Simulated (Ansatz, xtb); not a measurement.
**Two isomers of CH5AlBFO**

Structure I is `CB(F)[O][AlH2]`, a singlet and structure II is `B[O][Al]([CH3])[F]`, a singlet. Both are isolated molecules in the gas phase, relaxed with PBE-D3(BJ)/def2-SVP; the shapes shown needn't be the lowest conformers.

I (Å):

```csv
atom,x (Å),y (Å),z (Å)
C,-0.4824,1.7539,0.9078
Al,3.1222,-0.1114,-0.1779
B,0.3083,0.3909,0.9313
F,-0.2830,-0.6894,1.4906
O,1.5501,0.2276,0.4248
H,-1.4469,1.6273,0.3719
H,0.0792,2.5795,0.4318
H,-0.7502,2.0584,1.9417
H,3.2276,-0.5837,-1.6925
H,4.3404,0.1118,0.8194
```

II (Å):

```xyz
10

C    -0.6528   -0.0419    2.0515
Al    0.4438    0.5210    0.5572
B     0.0280    3.1631   -0.9213
F     1.7042   -0.4197   -0.0206
O     0.1994    2.0040   -0.2631
H     0.6183    4.1654   -0.5384
H    -0.7216    3.2002   -1.8890
H    -0.0290   -0.1888    2.9576
H    -1.4432    0.6971    2.2889
H    -1.1386   -1.0155    1.8333
```

Quicker runs give these differences E(II) − E(I): GFN2-xTB −0.303 eV; HF/STO-3G +0.264 eV (at GFN2-xTB geometries); r2SCAN-D4/def2-SVP −0.154 eV (at GFN2-xTB geometries).

Question: Estimate which is lower in electronic energy at CCSD(T)/def2-SVP + ΔMP2/def2-TZVPP, and by roughly how much.

Answer: The CCSD(T)/def2-SVP + ΔMP2/def2-TZVPP calculation puts structure II lower, by 0.271 eV.

The same difference at several levels:

```json
{"level": "GFN2-xTB", "geometry": "GFN2-xTB", "E(II) − E(I) (eV)": "−0.303", "departure from the last row (eV)": "−0.032", "job, with rough time for the two": "optimisation, 0.28 s"}
{"level": "HF/STO-3G", "geometry": "GFN2-xTB", "E(II) − E(I) (eV)": "+0.264", "departure from the last row (eV)": "+0.535", "job, with rough time for the two": "single point, 0.28 s"}
{"level": "r2SCAN-D4/def2-SVP", "geometry": "GFN2-xTB", "E(II) − E(I) (eV)": "−0.154", "departure from the last row (eV)": "+0.118", "job, with rough time for the two": "single point, 3.5 s"}
{"level": "PBE-D3(BJ)/def2-SVP", "geometry": "PBE-D3(BJ)/def2-SVP", "E(II) − E(I) (eV)": "0.000", "departure from the last row (eV)": "+0.271", "job, with rough time for the two": "optimisation, 2.4 min"}
{"level": "HF/def2-SVP", "geometry": "PBE-D3(BJ)/def2-SVP", "E(II) − E(I) (eV)": "−0.009", "departure from the last row (eV)": "+0.262", "job, with rough time for the two": "part of the CCSD(T) run"}
{"level": "MP2/def2-SVP", "geometry": "PBE-D3(BJ)/def2-SVP", "E(II) − E(I) (eV)": "−0.133", "departure from the last row (eV)": "+0.138", "job, with rough time for the two": "part of the CCSD(T) run"}
{"level": "CCSD(T)/def2-SVP", "geometry": "PBE-D3(BJ)/def2-SVP", "E(II) − E(I) (eV)": "−0.079", "departure from the last row (eV)": "+0.192", "job, with rough time for the two": "single point"}
{"level": "CCSD(T)/def2-SVP + ΔMP2/def2-TZVPP", "geometry": "PBE-D3(BJ)/def2-SVP", "E(II) − E(I) (eV)": "−0.271", "departure from the last row (eV)": "", "job, with rough time for the two": "single point, 22 s"}
```

As drawn, II has 1 C–Al, 1 Al–F, 2 B–H in place of 1 C–B, 1 B–F, 2 Al–H.

HF/STO-3G puts the two in the other order. PBE-D3(BJ)/def2-SVP, HF/def2-SVP find them nearly level. The largest departure from CCSD(T)/def2-SVP + ΔMP2/def2-TZVPP is that of HF/STO-3G, 0.535 eV. The last row adds to CCSD(T) the change of the MP2 difference between the two basis sets, here −0.192 eV, a large step that makes the value less sure.

With harmonic frequencies from PBE-D3(BJ)/def2-SVP (ideal gas, rigid rotor, one conformer each, 298.15 K, 1 atm): on the last row, ΔE + ΔZPE = −0.219 eV. A mode under 50 cm⁻¹ makes harmonic enthalpies and free energies unreliable, so none is given.

The correlated steps freeze 9 core orbitals. Programs: Ansatz 0.2.0, xtb 6.7.1; the last row on 2 threads of Arm Neoverse V1 on a shared host.
